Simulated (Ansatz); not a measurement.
```xyz
8

C     0.7157    0.7704    0.0857
C    -0.6717    0.8093   -0.0543
C    -0.5697   -0.8111    0.0125
C     0.6680   -0.8192   -0.0921
H     1.4299    1.6021    0.0353
H    -1.4716    1.6425   -0.0742
H    -1.3831   -1.5199    0.0361
H     1.4362   -1.5592    0.1160
```

Basis set: 6-31G (spherical functions). Frozen core: 4 orbitals. Charge 0, multiplicity 1.

Computed with Ansatz (development build ahead of 0.2.0); each method stands on the lowest determinant of its kind that the runs found. Restricted open shells among the atoms or ions are ROHF, correlated in semicanonical orbitals with singles.

The atomization energy at this shape (free ground-state atoms in the same class of orbitals less the molecule, no zero-point energy) of singlet C₄H₄:

| method | atomization energy |
| --- | --- |
| RHF | 527.15 kcal/mol |

Problem. What does RHF-MP2 give?

Solution. 692.75 kcal/mol. Caution: the shape is not the minimum.

This basis has no polarisation functions and is too small for such energies, which can lie far from measured ones in either direction.
